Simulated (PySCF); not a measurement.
CH$_{2}$AlF$_{3}$O, singlet, at the geometry of the source list.

Here is a job for PySCF.
```python
from pyscf import gto, scf, cc

mol = gto.M(
    atom='''
Al   -0.38110000    0.49170000    0.64370000
C     0.20390000   -1.01940000   -0.60290000
F    -1.11680000   -1.44940000   -0.63120000
F     0.94660000   -2.13390000   -0.58450000
F     0.40410000   -0.47000000   -1.83460000
H    -1.78970000    0.26530000    1.13190000
O     0.59970000    1.77130000    0.86990000
H     1.13330000    2.54430000    1.00780000
''',
    basis='def2-svp',
    verbose=4,
    max_memory=1800,
)

mf = scf.RHF(mol)
mf.kernel()

mycc = cc.CCSD(mf, frozen=10)
mycc.kernel()
print('E(CCSD) = %.10f' % mycc.e_tot)
```

Q: What does this run give for the SCF-reference dipole moment, T1 diagnostic, total energy, MP2 correlation energy, coupled-cluster correlation energy (without the perturbative part)?

A: 
| Property | Value |
|---|---|
| SCF-reference dipole moment | 4.10 D |
| T1 diagnostic | 0.014 |
| total energy | -654.699572 Ha |
| MP2 correlation energy | -0.9268 Eh |
| coupled-cluster correlation energy (without the perturbative part) | -0.9511 Eh |
